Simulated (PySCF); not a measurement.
Input for PySCF: R-HF/STO-3G on CH6Si (SMILES C[SiH3]), a point of a torsion scan.

```python
from pyscf import gto, scf, dft, mp
from pyscf.data.elements import chemcore

mol = gto.M(
    atom='''
    C    -0.98623727   -0.07500981    0.01542406
    Si    0.90903196    0.07597842   -0.02736932
    H    -1.41611383    0.52834148    0.80986791
    H    -1.30042888   -1.10144074    0.18194481
    H    -1.43322649    0.25316512   -0.91865442
    H     1.52082625   -1.23948524    0.17600462
    H     1.36312717    0.98086379    1.03142232
    H     1.33982299    0.60600031   -1.32335818
    ''',
    basis='sto-3g',
    charge=0, spin=0, verbose=3, max_memory=1800)
mf = scf.RHF(mol)
mf.conv_tol = 1e-8
mf.max_cycle = 100
mf.kernel()
if not mf.converged:
    mf = mf.newton().run(mf.mo_coeff, mf.mo_occ)
```

The log:

```
converged SCF energy = -326.506267932691
```

Self-consistency was reached.

Cost: around 0.05 core-seconds (rough).
